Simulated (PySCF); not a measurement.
Compound: C5H4Cl2O.
Numbering: `[CH2:1]=[C:2]([Cl:3])/[C:4]([Cl:5])=[CH:6]\[CH:7]=[O:8]` (hydrogens: H9, H10 on C1; H11 on C6; H12 on C7)

Method used: PBE0-D3(BJ)/def2-SVP geometry optimisation, gas phase in PySCF 2.14.0.

List the bond lengths, angles and torsions at this level.

```csv
bond,length (Å)
C1=C2,1.337
C2–Cl3,1.732
C2–C4,1.473
C4–Cl5,1.727
C4=C6,1.348
C6–C7,1.472
C7=O8,1.207
C1–H9,1.091
C1–H10,1.092
C6–H11,1.093
C7–H12,1.116
```

A selection of angles:
```csv
angle,degrees
C1–C2–Cl3,121.3
C1–C2–C4,123.4
Cl3–C2–C4,115.3
C2–C4–Cl5,114.8
C2–C4–C6,125.1
Cl5–C4–C6,120.1
C4–C6–C7,124.9
C6–C7–O8,122.5
```

Torsions: C1–C2–C4–Cl5 126° (anticlinal); C2–C4–C6–C7 -8° (synperiplanar); C4–C6–C7–O8 174° (antiperiplanar). The mirror-image conformer, all signs reversed, is as good.

The C–C distances run from 1.337 Å (C1=C2, drawn double) to 1.473 Å (C2–C4, drawn single), a spread of 0.136 Å. Of the pairs four or more bonds apart, C2···H12 is among the closest relative to their van der Waals radii: 2.70 Å, 93 % of the sum of Bondi's values.

Point group: C1 (no symmetry element, even within 0.4 Å). Not checked by PBE0-D3(BJ)/def2-SVP frequencies. One conformer, not necessarily the lowest.

The run took 55 s on one thread, Arm Neoverse V1 (aarch64), no GPU (shared host), and the process peaked at 0.72 GiB of memory. These figures are those of the optimisation.
